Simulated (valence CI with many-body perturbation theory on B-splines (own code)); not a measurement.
**Tb XXXIII: electric-dipole lines**

Level of theory: valence CI with perturbative core correlation (CI+MBPT): five valence electrons over a frozen Dirac-Fock core [Ar] 3d10, radial functions for each j: 9 s, 9 p, 8 d, 6 f, 3 g, 1 h, with the one-electron correlation potential Σ1, the two-electron term Σ2, the three-electron term Σ3, Breit, model QED; selected CI, second order for the rest (own B-spline code, finite nucleus).

The last digits are not significant, and no measured levels were compared; by estimate large intervals hold to a few tenths of a per cent, small ones and those within an open d or f shell to about a per cent. Among the levels kept, up to 260 cm⁻¹ of a level comes from second order outside the variational space, and about a tenth of that is noise between levels of different J, which matters for small intervals.

Lines 51 to 100 of 232 in falling wavelength, among levels below 255.67 eV, chosen from the strongest by gf and those to the six lowest levels. Wavelengths and rates use the calculated energies. Electric multipoles are in the length gauge, E1 and E2 with the static RPA response of the core. Weak lines are less certain than strong ones. Lines between different terms over intervals too small for the method are left out, as are lines whose strength nearly cancels. The highest levels of a list are the least certain.

Levels are named by their leading jj configuration (3d3/2^4 stands for four electrons in 3d with j = 3/2), which in mixed levels can hold well under half, so a name can repeat and another be missing. Letters in brackets count levels of one name in rising energy.

```tsv
λ vac (nm)	Upper	Lower	A (s⁻¹)	log gf	Branch %
17.08	(4s 4p1/2^2 4p3/2 4d5/2) J=9/2	(4s^2 4p1/2 4p3/2 4d5/2) J=7/2 [a]	7.41e+09	-0.49	67.6
17.04	(4s 4p1/2^2 4p3/2 4d3/2) J=5/2 [b]	(4s 4p1/2 4p3/2^3) J=3/2 [b]	5.77e+08	-1.82	0.6
16.89	(4s 4p1/2^2 4p3/2 4d5/2) J=3/2	(4s 4p1/2 4p3/2^3) J=1/2	1.68e+09	-1.54	1.6
16.82	(4s 4p1/2^2 4p3/2 4d3/2) J=5/2 [a]	(4s^2 4p1/2 4p3/2 4d3/2) J=3/2	1.23e+09	-1.50	6.1
16.82	(4s^2 4p1/2^2 4d3/2) J=3/2	(4s^2 4p1/2 4p3/2^2) J=5/2	2.57e+09	-1.36	49.1
16.78	(4s 4p1/2^2 4p3/2 4d5/2) J=5/2	(4s^2 4p1/2 4p3/2 4d3/2) J=5/2 [b]	1.72e+09	-1.36	1.7
16.76	(4s 4p1/2^2 4p3/2^2) J=5/2	(4s^2 4p1/2 4p3/2^2) J=3/2	6.60e+09	-0.78	36.2
16.73	(4s 4p1/2^2 4p3/2 4d3/2) J=5/2 [a]	(4s^2 4p1/2 4p3/2 4d3/2) J=5/2 [a]	3.90e+09	-1.01	19.3
16.72	(4s 4p1/2^2 4p3/2 4d3/2) J=3/2 [a]	(4s^2 4p1/2 4p3/2 4d3/2) J=3/2	4.38e+09	-1.13	16.0
16.72	(4s 4p1/2^2 4p3/2 4d3/2) J=1/2 [a]	(4s^2 4p1/2 4p3/2 4d3/2) J=3/2	2.27e+09	-1.72	14.2
16.71	(4s 4p1/2^2 4p3/2 4d3/2) J=3/2 [a]	(4s^2 4p1/2 4p3/2 4d3/2) J=1/2 [a]	1.75e+09	-1.53	6.4
16.70	(4s 4p1/2^2 4p3/2 4d3/2) J=1/2 [a]	(4s^2 4p1/2 4p3/2 4d3/2) J=1/2 [a]	5.52e+09	-1.34	34.4
16.65	(4s 4p1/2^2 4p3/2 4d3/2) J=1/2 [b]	(4s^2 4p1/2 4p3/2 4d5/2) J=3/2 [a]	1.13e+09	-2.03	0.6
16.63	(4s 4p1/2^2 4p3/2 4d3/2) J=3/2 [a]	(4s^2 4p1/2 4p3/2 4d3/2) J=5/2 [a]	1.55e+09	-1.59	5.6
16.29	(4s 4p1/2^2 4p3/2 4d3/2) J=7/2	(4s^2 4p1/2 4p3/2 4d3/2) J=5/2 [a]	7.57e+08	-1.62	7.3
16.08	(4s 4p1/2^2 4p3/2 4d3/2) J=5/2 [a]	(4s 4p1/2 4p3/2^3) J=3/2 [a]	3.20e+08	-2.13	1.6
15.99	(4s 4p1/2^2 4p3/2^2) J=1/2	(4s^2 4p1/2 4p3/2^2) J=1/2	1.46e+10	-0.95	14.4
15.99	(4s 4p1/2^2 4p3/2 4d3/2) J=3/2 [a]	(4s 4p1/2 4p3/2^3) J=3/2 [a]	4.08e+08	-2.20	1.5
15.86	(4s^2 4p1/2^2 4d3/2) J=3/2	(4s^2 4p1/2 4p3/2^2) J=3/2	6.28e+08	-2.02	12.0
15.60	(4s 4p1/2^2 4p3/2 4d3/2) J=1/2 [b]	(4s 4p1/2 4p3/2^3) J=1/2	3.14e+09	-1.64	1.6
15.36	(4s 4p1/2 4p3/2^3) J=1/2	(4s^2 4p3/2^3) J=3/2	6.10e+09	-1.37	1.9
15.29	(4s 4p1/2^2 4p3/2^2) J=3/2	(4s^2 4p1/2 4p3/2^2) J=1/2	4.72e+07	-3.18	0.0
15.18	(4s 4p1/2^2 4p3/2 4d5/2) J=3/2	(4s 4p1/2 4p3/2^3) J=5/2	1.55e+10	-0.67	14.9
15.09	(4s 4p1/2^2 4p3/2 4d3/2) J=3/2 [b]	(4s^2 4p1/2 4p3/2 4d3/2) J=3/2	1.87e+09	-1.59	2.0
15.08	(4s 4p1/2^2 4p3/2 4d3/2) J=3/2 [b]	(4s^2 4p1/2 4p3/2 4d3/2) J=1/2 [a]	2.06e+09	-1.55	2.2
15.02	(4s 4p1/2^2 4p3/2 4d3/2) J=3/2 [b]	(4s^2 4p1/2 4p3/2 4d3/2) J=5/2 [a]	1.23e+10	-0.78	13.2
14.90	(4s 4p1/2^2 4p3/2 4d3/2) J=5/2 [b]	(4s^2 4p1/2 4p3/2 4d3/2) J=7/2	1.06e+10	-0.67	10.8
14.80	(4s 4p1/2 4p3/2^3) J=3/2 [b]	(4s^2 4p3/2^3) J=3/2	3.78e+09	-1.30	0.7
14.70	(4s^2 4p1/2 4p3/2 4d3/2) J=5/2 [b]	(4s^2 4p3/2^3) J=3/2	5.85e+08	-1.94	0.1
14.59	(4s 4p1/2^2 4p3/2 4d5/2) J=5/2	(4s^2 4p1/2 4p3/2 4d3/2) J=7/2	3.90e+08	-2.13	0.4
14.50	(4s 4p1/2^2 4p3/2 4d5/2) J=3/2	(4s^2 4p1/2 4p3/2 4d3/2) J=3/2	2.60e+09	-1.48	2.5
14.46	(4s^2 4p1/2 4p3/2 4d5/2) J=3/2 [a]	(4s^2 4p3/2^3) J=3/2	1.08e+08	-2.87	0.0
14.45	(4s 4p1/2^2 4p3/2 4d5/2) J=5/2	(4s 4p1/2 4p3/2^3) J=5/2	3.32e+09	-1.21	3.2
14.43	(4s 4p1/2^2 4p3/2 4d5/2) J=3/2	(4s^2 4p1/2 4p3/2 4d3/2) J=5/2 [a]	2.56e+09	-1.49	2.5
14.30	(4s 4p1/2^2 4p3/2^2) J=3/2	(4s^2 4p1/2 4p3/2^2) J=5/2	1.32e+10	-0.79	6.7
14.15	(4s 4p1/2^2 4p3/2^2) J=1/2	(4s^2 4p1/2 4p3/2^2) J=3/2	4.48e+07	-3.57	0.0
14.04	(4s 4p1/2^2 4p3/2 4d3/2) J=5/2 [b]	(4s^2 4p1/2 4p3/2 4d3/2) J=5/2 [a]	3.14e+08	-2.25	0.3
13.94	(4s 4p1/2^2 4p3/2 4d5/2) J=3/2	(4s 4p1/2 4p3/2^3) J=3/2 [a]	4.40e+09	-1.29	4.2
13.84	(4s^2 4p1/2 4p3/2 4d3/2) J=1/2 [b]	(4s^2 4p3/2^3) J=3/2	1.27e+09	-2.14	0.2
13.83	(4s 4p1/2^2 4p3/2 4d5/2) J=5/2	(4s^2 4p1/2 4p3/2 4d3/2) J=3/2	2.27e+09	-1.41	2.2
13.64	(4s^2 4p1/2 4p3/2 4d5/2) J=5/2 [a]	(4s^2 4p3/2^3) J=3/2	3.21e+09	-1.27	0.8
13.60	(4s 4p1/2^2 4p3/2^2) J=3/2	(4s^2 4p1/2 4p3/2^2) J=3/2	5.36e+09	-1.23	2.7
13.58	(4s 4p1/2^2 4p3/2 4d3/2) J=5/2 [b]	(4s 4p1/2 4p3/2^3) J=3/2 [a]	8.76e+08	-1.84	0.9
13.54	(4s 4p1/2^2 4p3/2 4d3/2) J=1/2 [b]	(4s^2 4p1/2 4p3/2 4d3/2) J=3/2	7.88e+09	-1.36	3.9
13.53	(4s 4p1/2^2 4p3/2 4d3/2) J=1/2 [b]	(4s^2 4p1/2 4p3/2 4d3/2) J=1/2 [a]	1.19e+09	-2.18	0.6
13.47	(4s^2 4p1/2^2 4d5/2) J=5/2	(4s^2 4p1/2 4p3/2^2) J=5/2	7.36e+08	-1.92	0.5
13.32	(4s 4p1/2^2 4p3/2 4d5/2) J=5/2	(4s 4p1/2 4p3/2^3) J=3/2 [a]	1.73e+09	-1.56	1.7
13.30	(4s^2 4p1/2 4p3/2 4d5/2) J=3/2 [b]	(4s^2 4p3/2^3) J=3/2	6.65e+09	-1.15	1.3
13.05	(4s 4p1/2^2 4p3/2 4d3/2) J=1/2 [b]	(4s 4p1/2 4p3/2^3) J=3/2 [a]	2.15e+09	-1.96	1.1
12.85	(4s^2 4p1/2^2 4d5/2) J=5/2	(4s^2 4p1/2 4p3/2^2) J=3/2	1.51e+09	-1.65	1.0
```

(1) How does gf follow from A for the line at 13.84 nm?

## Answers

(1) gf = 1.4992 × (2J+1)_upper × A / σ², with σ = 722680 cm⁻¹ and 2J+1 = 2: gf = 0.00730.
